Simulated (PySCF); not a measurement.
MnCl: energy against distance

Set-up: basis Mn x2c-TZVPPall, Cl x2c-TZVPPall; spin-free X2C with a Gaussian nucleus; PySCF 2.14. Energies in eV from Mn (3d5 4s2) + Cl in their ground configurations at the same level. All curves are PBE0. state 1: ⁷Σ⁺ (septet), unpaired electrons σ ↑↑, π ↑↑, δ ↑↑; state 2: Ms = 2 determinant of mixed spin (⟨S²⟩ near 6.8), unpaired electrons π ↑↑, δ ↑↑, a second solution, started from another occupation; state 3: ⁵Π (quintet), unpaired electrons σ ↑, π ↑, δ ↑↑, a second solution, started from another occupation; state 4: ⁵Δ (quintet), unpaired electrons σ ↑, π ↑↑, δ ↑, a second solution, started from another occupation.

```csv
R (Å),state 1,state 2,state 3,state 4
1.925,-2.916,-2.598,,-1.532
2.014,-3.396,-2.938,-1.889,-1.865
2.104,-3.656,-3.093,-2.036,-2.013
2.171,-3.746,-3.121,-2.057,-2.038
2.238,-3.769,-3.093,-2.025,-2.010
2.305,-3.740,-3.023,-1.952,-1.942
2.395,-3.644,-2.882,-1.811,-1.809
2.507,-3.461,-2.660,-1.592,-1.599
2.641,-3.190,-2.357,,-1.314
2.820,-2.792,-1.944,,-0.920
```

Question: Put a parabola through the three lowest points of the state 1 curve and estimate Re, k and ωe (reduced mass 21.37 u; 1 eV/Å² = 0.16022 mdyn/Å; ωe = 1302.8·√(k/μ) cm⁻¹).

Answer: Through R = 2.171, 2.238, 2.305 Å the second-order coefficient is 5.79 eV/Å², so Re ≈ 2.234 Å, k ≈ 1.86 mdyn/Å and ωe ≈ 384 cm⁻¹. A polynomial fit of higher order to the unrounded PBE0 energies gives Re = 2.231 Å, k = 1.86 mdyn/Å, ωe = 384 cm⁻¹; anharmonicity and rounding make the difference.

The higher-order fit for each curve: state 1: Re = 2.231 Å, ωe = 384 cm⁻¹, De = 3.77 eV; state 2: Re = 2.168 Å, ωe = 399 cm⁻¹, minimum 3.12 eV below the ground-state fragments; state 3: Re = 2.161 Å, ωe = 400 cm⁻¹, minimum 2.06 eV below the ground-state fragments; state 4: Re = 2.165 Å, ωe = 391 cm⁻¹, minimum 2.04 eV below the ground-state fragments.

The metal atom is held in its measured ground configuration; semilocal functionals can put another filling of s and d lower by some tenths of an eV, and De to that atom would be smaller. ⟨S²⟩ of the unrestricted solution departs from its pure value on part of the curve, where spin states mix. With d or f electrons several states lie close, and the lowest PBE0 determinant need not be the measured ground state.
